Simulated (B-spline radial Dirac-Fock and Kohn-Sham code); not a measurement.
# Elastic scattering of 1.03 keV positrons by neutral molybdenum

Calculated with an atomic code on a B-spline grid, using relativistic (Dirac) partial waves in the static field of the Dirac-Fock atom, without polarisation or absorption potentials.

```
θ (°)  dσ/dΩ (a₀²/sr)
    5            66.6
   10            17.2
   15            5.66
   20            2.42
   25            1.29
   30           0.785
   35           0.510
   40           0.348
   45           0.246
   50           0.180
   55           0.136
   60           0.105
   65          0.0838
   70          0.0681
   75          0.0563
   80          0.0474
   85          0.0404
   90          0.0350
   95          0.0307
  100          0.0272
  105          0.0244
  110          0.0221
  115          0.0201
  120          0.0185
  125          0.0172
  130          0.0161
  135          0.0151
  140          0.0144
  145          0.0137
  150          0.0132
  155          0.0127
  160          0.0124
  165          0.0121
  170          0.0120
  175          0.0118
```

The total elastic cross section is 8.18 a₀², the first transport cross section 0.610 a₀² and the second, weighted with (3/2) sin²θ, 1.21 a₀². The mean deflection is ⟨1 − cos θ⟩ = 0.0745, and 1.5 % of the collisions scatter beyond 90°.

Phase shifts modulo π (rad) for κ = −1 to −5: -0.608, 0.470, 1.182, -1.480, -1.142.
